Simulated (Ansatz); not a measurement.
`[NH2][Hf]([F])([Cl])[Br]` + H₂O → `[OH][Hf]([F])([Cl])[Br]` + NH₃ at 700 K and 1 bar (formal hydrolysis of the Hf–N bond).

Computed with Ansatz on PBE0-D4/def2-TZVP structures; ΔE is electronic, products minus reactants. CBS: MP2 limit from def2 TZ/QZ plus the TZ coupled-cluster correction, frozen cores. This one scheme is used for every species. Elements past krypton have def2 core potentials. For Br, Hf outer-core shells are correlated without core-valence functions, which leaves a few kJ/mol of doubt a bond. Scalar relativity is left out up to krypton. One conformer a species, not always the lowest.

```
                   species  CCSD(T)/CBS energy (Eh)  H − E (kJ/mol)  S (J/(mol·K))
`[NH2][Hf]([F])([Cl])[Br]`              -3236.98040           149.7          509.5
                       H₂O                -76.37941            80.5          218.4
 `[OH][Hf]([F])([Cl])[Br]`              -3256.87550           114.1          498.3
                       NH₃                -56.50880           116.9          226.5
```

H − E and S are ideal-gas, rigid-rotor, harmonic terms from PBE0-D4/def2-TZVP, for one conformer and one mirror image of each species. 1 Eh = 2625.50 kJ/mol, R = 8.31446 J/(mol·K).

Problem. By hand: ΔE, ΔH, ΔS and ΔG.

Solution. ΔE = (-3256.87550) + (-56.50880) − (-3236.98040) − (-76.37941) = -0.02449 Eh = -64.3 kJ/mol. Δ(H − E) = 114.1 + 116.9 − 149.7 − 80.5 = 0.8, so ΔH = -63.5 kJ/mol. ΔS = 498.3 + 226.5 − 509.5 − 218.4 = -3.1 J/(mol·K). ΔG = -63.5 − 700 × (-3.1)/1000 = -61.3 kJ/mol.

Problem. By hand: the equilibrium constant, and the temperature at which ΔG would vanish if ΔH and ΔS stayed fixed.

Solution. log₁₀ K = −ΔG/(RT ln 10) = 4.6. ΔG = 0 at ΔH/ΔS = 20484 K, far beyond where these terms or the molecules hold.

The number of gas molecules stays the same, so ΔS is small and ΔH decides. A doubt of 5 kJ/mol in ΔE shifts log₁₀ K by 0.4 here. Other conformers and mirror images would add mixing entropy, several J/(mol·K) or more a flexible species. These are equilibria of isolated gas molecules and say nothing of rates. Largest T1 diagnostic: 0.014 (customary marks: 0.02 for closed shells, 0.045 for open ones).
